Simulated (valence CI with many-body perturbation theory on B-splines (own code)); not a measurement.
## E1 transitions of Tb58+

Computed by configuration interaction combined with many-body perturbation theory (CI+MBPT): five valence electrons over a frozen Dirac-Fock core [He], radial functions for each j: 11 s, 11 p, 10 d, 8 f, 5 g, 2 h, with the one-electron correlation potential Σ1 (screened to all orders), the two-electron term Σ2, the three-electron term Σ3, Breit, model QED; selected single and double excitations, second order for the rest, scaled by the run's own slope (own B-spline code, finite nucleus).

The last digits are not significant, and no measured levels were compared; by estimate large intervals hold to a few tenths of a per cent, small ones and those within an open d or f shell to about a per cent. Among the levels kept, up to 7300 cm⁻¹ of a level comes from second order outside the variational space, and about a tenth of that is noise between levels of different J, which matters for small intervals.

Lines 101 to 150 of 580 in falling wavelength, among levels below 9343.2 eV, chosen from the strongest by gf and those to the six lowest levels. Wavelengths and rates use the calculated energies. Electric multipoles are in the length gauge, E1 and E2 with the static RPA response of the core. Weak lines are less certain than strong ones. Lines between different terms over intervals too small for the method are left out, as are lines whose strength nearly cancels. The highest levels of a list are the least certain.

Levels are named by their leading jj configuration (3d3/2^4 stands for four electrons in 3d with j = 3/2), which in mixed levels can hold well under half, so a name can repeat and another be missing. Letters in brackets count levels of one name in rising energy.

| λ vac (Å) | Upper | Lower | A (s⁻¹) | S (a.u.) |
| --- | --- | --- | --- | --- |
| 39.16 | (2s^2 2p1/2 2p3/2 3p3/2) J=3/2 [a] | (2s^2 2p1/2 2p3/2 3s) J=1/2 | 1.22e+11 | 1.44e-02 |
| 39.16 | (2s^2 2p3/2^2 3p3/2) J=1/2 | (2s^2 2p3/2^2 3s) J=3/2 | 3.35e+11 | 1.98e-02 |
| 39.15 | (2s 2p1/2 2p3/2^2 3d3/2) J=3/2 [a] | (2s 2p1/2 2p3/2^2 3p1/2) J=3/2 [a] | 2.36e+11 | 2.79e-02 |
| 39.08 | (2s^2 2p3/2^2 3d3/2) J=3/2 [a] | (2s^2 2p3/2^2 3p1/2) J=3/2 | 2.39e+11 | 2.81e-02 |
| 39.07 | (2s 2p1/2^2 2p3/2 3p3/2) J=5/2 [b] | (2s 2p1/2^2 2p3/2 3s) J=3/2 [b] | 2.15e+11 | 3.79e-02 |
| 39.06 | (2s^2 2p1/2^2 3d3/2) J=3/2 | (2s^2 2p1/2^2 3p1/2) J=1/2 | 3.00e+11 | 3.53e-02 |
| 39.06 | (2s 2p1/2 2p3/2^2 3d3/2) J=9/2 | (2s 2p1/2 2p3/2^2 3p1/2) J=7/2 | 2.58e+11 | 7.58e-02 |
| 39.01 | (2s 2p1/2 2p3/2^2 3p3/2) J=5/2 [a] | (2s 2p1/2 2p3/2^2 3s) J=5/2 [a] | 1.96e+11 | 3.44e-02 |
| 39.00 | (2s 2p1/2 2p3/2^2 3d3/2) J=5/2 [d] | (2s 2p1/2 2p3/2^2 3p1/2) J=3/2 [c] | 1.45e+11 | 2.55e-02 |
| 39.00 | (2s 2p1/2^2 2p3/2 3d3/2) J=5/2 [b] | (2s 2p1/2^2 2p3/2 3p1/2) J=3/2 [b] | 2.32e+11 | 4.08e-02 |
| 38.99 | (2s 2p1/2^2 2p3/2 3d3/2) J=7/2 | (2s 2p1/2^2 2p3/2 3p1/2) J=5/2 | 2.68e+11 | 6.27e-02 |
| 38.97 | (2s 2p1/2 2p3/2^2 3d3/2) J=1/2 [a] | (2s 2p1/2 2p3/2^2 3p1/2) J=3/2 [a] | 3.15e+11 | 1.84e-02 |
| 38.95 | (2s 2p1/2 2p3/2^2 3d3/2) J=7/2 [a] | (2s 2p1/2 2p3/2^2 3p1/2) J=5/2 [a] | 2.75e+11 | 6.43e-02 |
| 38.95 | (2s^2 2p1/2 2p3/2 3d3/2) J=7/2 | (2s^2 2p1/2 2p3/2 3p1/2) J=5/2 | 2.95e+11 | 6.89e-02 |
| 38.90 | (2s 2p1/2 2p3/2^2 3d3/2) J=5/2 [c] | (2s 2p1/2 2p3/2^2 3p1/2) J=3/2 [b] | 1.76e+11 | 3.07e-02 |
| 38.88 | (2s 2p1/2 2p3/2^2 3p3/2) J=9/2 | (2s 2p1/2 2p3/2^2 3s) J=7/2 | 3.90e+11 | 1.13e-01 |
| 38.83 | (2s^2 2p3/2^2 3d3/2) J=5/2 | (2s^2 2p3/2^2 3p1/2) J=3/2 | 1.35e+11 | 2.34e-02 |
| 38.83 | (2s 2p1/2^2 2p3/2 3d3/2) J=1/2 [a] | (2s 2p1/2^2 2p3/2 3p1/2) J=3/2 [a] | 3.21e+11 | 1.85e-02 |
| 38.83 | (2s^2 2p1/2 2p3/2 3p3/2) J=5/2 [a] | (2s^2 2p1/2 2p3/2 3s) J=3/2 [a] | 4.71e+11 | 8.16e-02 |
| 38.82 | (2s 2p1/2 2p3/2^2 3p3/2) J=5/2 [d] | (2s 2p1/2 2p3/2^2 3s) J=3/2 [b] | 3.24e+11 | 5.61e-02 |
| 38.82 | (2s 2p1/2 2p3/2^2 3p3/2) J=3/2 [e] | (2s 2p1/2 2p3/2^2 3s) J=3/2 [b] | 1.13e+11 | 1.31e-02 |
| 38.80 | (2s^2 2p1/2 2p3/2 3d3/2) J=3/2 [a] | (2s^2 2p1/2 2p3/2 3p1/2) J=1/2 | 1.61e+11 | 1.85e-02 |
| 38.76 | (2s 2p1/2 2p3/2^2 3p3/2) J=7/2 [c] | (2s^2 2p3/2^2 3p3/2) J=5/2 | 8.30e+10 | 1.91e-02 |
| 38.74 | (2s 2p1/2 2p3/2^2 3s) J=5/2 [c] | (2s^2 2p3/2^2 3s) J=3/2 | 7.26e+10 | 1.25e-02 |
| 38.74 | (2s 2p1/2^2 2p3/2 3p3/2) J=5/2 [a] | (2s 2p1/2^2 2p3/2 3s) J=3/2 [a] | 1.70e+11 | 2.92e-02 |
| 38.69 | (2s 2p1/2 2p3/2^2 3p3/2) J=7/2 [b] | (2s 2p1/2 2p3/2^2 3s) J=7/2 | 2.57e+11 | 5.88e-02 |
| 38.69 | (2s 2p1/2 2p3/2^2 3d3/2) J=5/2 [a] | (2s 2p1/2 2p3/2^2 3p1/2) J=3/2 [a] | 1.36e+11 | 2.34e-02 |
| 38.61 | (2s 2p1/2 2p3/2^2 3p3/2) J=3/2 [d] | (2s 2p1/2 2p3/2^2 3s) J=1/2 [a] | 2.85e+11 | 3.23e-02 |
| 38.57 | (2s 2p1/2 2p3/2^2 3p3/2) J=5/2 [e] | (2s 2p1/2 2p3/2^2 3s) J=3/2 [c] | 2.70e+11 | 4.59e-02 |
| 38.53 | (2s^2 2p3/2^2 3d3/2) J=1/2 | (2s^2 2p3/2^2 3p1/2) J=3/2 | 3.21e+11 | 1.81e-02 |
| 38.50 | (2s 2p1/2^2 2p3/2 3p3/2) J=7/2 | (2s 2p1/2^2 2p3/2 3s) J=5/2 | 3.74e+11 | 8.42e-02 |
| 38.49 | (2s 2p1/2 2p3/2^2 3d3/2) J=3/2 [e] | (2s 2p1/2 2p3/2^2 3p1/2) J=1/2 [b] | 1.04e+11 | 1.17e-02 |
| 38.31 | (2s 2p1/2 2p3/2^2 3p3/2) J=3/2 [f] | (2s 2p1/2 2p3/2^2 3s) J=3/2 [d] | 1.65e+11 | 1.83e-02 |
| 38.28 | (2s 2p1/2 2p3/2^2 3d3/2) J=3/2 [d] | (2s 2p1/2 2p3/2^2 3p1/2) J=1/2 [a] | 1.60e+11 | 1.78e-02 |
| 38.26 | (2s 2p1/2^2 2p3/2 3p3/2) J=1/2 [a] | (2s 2p1/2^2 2p3/2 3s) J=3/2 [a] | 4.03e+11 | 2.23e-02 |
| 38.19 | (2s^2 2p1/2 2p3/2 3d3/2) J=1/2 [a] | (2s^2 2p1/2 2p3/2 3p1/2) J=1/2 | 2.24e+11 | 1.23e-02 |
| 38.13 | (2s^2 2p1/2^2 3p3/2) J=3/2 | (2s^2 2p1/2^2 3s) J=1/2 | 4.84e+11 | 5.30e-02 |
| 38.01 | (2s^2 2p3/2^2 3p3/2) J=3/2 [b] | (2s^2 2p3/2^2 3s) J=1/2 | 4.34e+11 | 4.71e-02 |
| 37.97 | (2s 2p1/2 2p3/2^2 3p3/2) J=5/2 [f] | (2s 2p1/2 2p3/2^2 3s) J=3/2 [d] | 1.95e+11 | 3.16e-02 |
| 37.97 | (2s 2p1/2 2p3/2^2 3p3/2) J=3/2 [a] | (2s 2p1/2 2p3/2^2 3s) J=3/2 [a] | 3.34e+11 | 3.61e-02 |
| 37.95 | (2s 2p1/2^2 2p3/2 3s) J=1/2 | (2s^2 2p1/2 2p3/2 3s) J=1/2 | 2.21e+11 | 1.19e-02 |
| 37.94 | (2s 2p1/2 2p3/2^2 3d3/2) J=7/2 [b] | (2s 2p1/2 2p3/2^2 3p1/2) J=7/2 | 1.79e+11 | 3.86e-02 |
| 37.89 | (2s 2p1/2^2 2p3/2 3p3/2) J=3/2 [b] | (2s 2p1/2^2 2p3/2 3s) J=1/2 | 2.01e+11 | 2.16e-02 |
| 37.81 | (2s 2p1/2 2p3/2^2 3d5/2) J=7/2 [b] | (2s 2p1/2 2p3/2^2 3p1/2) J=5/2 [c] | 8.71e+10 | 1.86e-02 |
| 37.80 | (2p1/2^2 2p3/2^2 3p1/2) J=3/2 | (2s 2p1/2 2p3/2^2 3p1/2) J=5/2 [b] | 1.94e+11 | 2.07e-02 |
| 37.71 | (2p1/2^2 2p3/2^2 3p3/2) J=7/2 | (2s 2p1/2 2p3/2^2 3p3/2) J=5/2 [b] | 1.63e+11 | 3.46e-02 |
| 37.69 | (2s 2p1/2 2p3/2^2 3s) J=5/2 [c] | (2s^2 2p3/2^2 3s) J=5/2 | 1.38e+11 | 2.19e-02 |
| 37.68 | (2s 2p1/2 2p3/2^2 3p3/2) J=3/2 [e] | (2s 2p1/2 2p3/2^2 3s) J=1/2 [b] | 1.30e+11 | 1.38e-02 |
| 37.61 | (2p1/2^2 2p3/2^2 3p3/2) J=3/2 [a] | (2s 2p1/2 2p3/2^2 3p3/2) J=3/2 [d] | 1.31e+11 | 1.38e-02 |
| 37.41 | (2s 2p1/2^2 2p3/2 3p3/2) J=1/2 [b] | (2s 2p1/2^2 2p3/2 3s) J=1/2 | 2.12e+11 | 1.10e-02 |
